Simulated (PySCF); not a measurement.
AsF2GaH2, SMILES [F][Ga]([F])[AsH2].

Geometry: r2SCAN-D4/def2-SVP. The structure was generated by enumeration; whether it is a known compound was not checked.

All values below come from C-PCM-B3LYP/def2-SVP in PySCF 2.14.0.

The values are the electrostatic part of the solvation free energy, E(continuum) − E(gas) at the gas-phase geometry, in a cavity of scaled van der Waals radii (PySCF's table); cavitation and dispersion terms are not included. A continuum can't describe solvent molecules that bind to the metal. In vacuum the orbital gap is 6.59 eV. The dipole moment in vacuum is 3.23 D.

Computed values in water (ε = 78.36), benzene (ε = 2.27), n-hexane (ε = 1.88):
```tsv
solvent	ε	ΔG(elec) (kcal/mol)	dipole (D)	gap (eV)
water	78.36	-8.2	3.88	6.49
benzene	2.27	-4.4	3.57	6.54
n-hexane	1.88	-3.7	3.51	6.55
```
